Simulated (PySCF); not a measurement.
Rotational lines of CsH

Lines J+1 ← J of the vibrational ground state, computed from RHF-CCSD(T) constants of CsH, ¹Σ⁺ (singlet), closed shell (Cs def2-SVP with ECP46, H def2-SVP; scalar-relativistic core potentials (PySCF 2.14); masses 132.9054 and 1.0078 u), in MHz:

```json
{"J": "2", "ν (MHz)": "437053"}
{"J": "3", "ν (MHz)": "582457"}
{"J": "4", "ν (MHz)": "727622"}
{"J": "5", "ν (MHz)": "872487"}
{"J": "6", "ν (MHz)": "1016992"}
```

(1) Find B0 and the effective bond length r0; with αe = 0.0585 cm⁻¹, find Re.

Correlated steps freeze no core orbitals. Correlated levels converge slowly with the basis: in double zeta they bind strong bonds too weakly, by up to about 1 eV, and carry superposition errors of some tenths. Spin–orbit coupling is left out. Where the molecule has an RHF reference, its open-shell atoms are computed with UHF. The CCSD T1 diagnostic is raised, a sign that a single reference may not be enough here.

Answers

(1) ν = 2B0(J+1) − 4D(J+1)³ gives B0 = 2.4312 cm⁻¹. With the reduced mass μred = 1.0002 u, r0 = √(16.8576/(μred·B0)) (u, cm⁻¹, Å) = 2.6329 Å. Be = B0 + αe/2 = 2.4605 cm⁻¹ gives Re = 2.617 Å.
